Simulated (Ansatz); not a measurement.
A made-up structure of NaBSiH₄O, singlet:

```
atom    x (Å)    y (Å)    z (Å)
  O1   0.3419  -1.4890   0.6137
 Si2   0.3348   0.4643   0.2958
  B3  -0.8385   0.6436  -0.9533
 Na4  -1.3184  -1.5849  -1.2818
  H5  -1.0360   1.7288  -1.2784
  H6   1.6048   1.0193  -0.2783
  H7  -0.1257   1.4100   1.3648
  H8   0.8782  -1.9130   1.3018
```

It is relaxed with PBE-D4/def2-SVP and then PBE0-D4/def2-TZVP (Ansatz 0.2.0). Atoms count as bonded within 1.22 times the sum of their covalent radii (H–H: 0.88 Å). The end point is not checked to be a true minimum.

Does its bonding change? (Judge from chemistry; the calculation decides.)

The calculation gives: No: no bond forms or breaks.

Where it ends: The first stage lowers the energy by 1.66 eV in 7 steps. It ends as NaBSiH₄O ([BH]1[Na]2[OH][SiH2]12):
```tsv
atom	x (Å)	y (Å)	z (Å)
O1	0.2853	-1.2464	0.5114
Si2	0.3416	0.4616	0.2931
B3	-0.9773	0.7626	-1.1511
Na4	-1.2695	-1.7426	-1.1150
H5	-1.2415	1.8495	-1.5809
H6	1.7770	0.7578	-0.0261
H7	0.0587	1.0200	1.6559
H8	0.8669	-1.5833	1.1970
```

Labels in which every atom is bracketed show which atoms are joined, not bond orders.

For scale, one of the runs: PBE0-D4/def2-TZVP relaxation, 155 basis functions, launched by `ansatz run in.yaml --threads 2 --pin off --events-out ev --progress --plain --max-ram 4352MiB`. The run took about 11 s on 2 CPU threads of an AMD EPYC 9B45 (shared host).
